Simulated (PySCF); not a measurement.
# Bromine: a sound run and one with changed settings

Sound run: Br+ [Ar] 3d10 4s2 4p4, Br(2+) [Ar] 3d10 4s2 4p3. Calculation: PySCF 2.14, in 6-31G*; no relativity, point nucleus. In the sound run the correlated levels freeze [Ar] 3d10. The sound run starts from symmetry-adapted Hartree-Fock orbitals and uses a fine grid where one is needed.

A second run was set up differently.

```tsv
species	method	sound run (hartree)	changed run (hartree)	converged
Br+	MP2	-2571.75956	-2571.92412	yes
Br(2+)	MP2	-2571.00383	-2571.16730	yes
```

Ionisation energy of Br+:

```tsv
method	sound run (eV)	changed run (eV)
UHF	20.207	20.207
MP2	20.565	20.594
SCS-MP2	20.578	20.593
```

(1) What was changed?
A. level shift left on
B. minimal basis
C. all electrons correlated in a valence basis
D. a valence shell is frozen

## Answers

(1) C. A valence basis has no tight correlating functions, so it recovers only part of the core correlation, and not evenly between atom and ion.
